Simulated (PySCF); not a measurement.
A structure optimised at ωB97X-D3(BJ)/def2-SVP, used in a PySCF frequency run:

```xyz
10

Be     0.0000     0.0000     0.5802
Si     0.0000     0.0000     2.7456
H      1.3382    -0.3730     3.3033
H     -0.9921    -0.9725     3.3033
H     -0.3461     1.3454     3.3033
O      0.0000     0.0000    -0.8392
Si     0.0000     0.0000    -2.4965
H      0.0266    -1.4023    -3.0010
H      1.2011     0.7241    -3.0010
H     -1.2277     0.6781    -3.0010
```

Write its SMILES, formula and point group.

[SiH3][Be][O][SiH3], BeH6OSi2, C3

What are its rotational constants (standard atomic weights)?

42.884, 1.0818, 1.0818 GHz
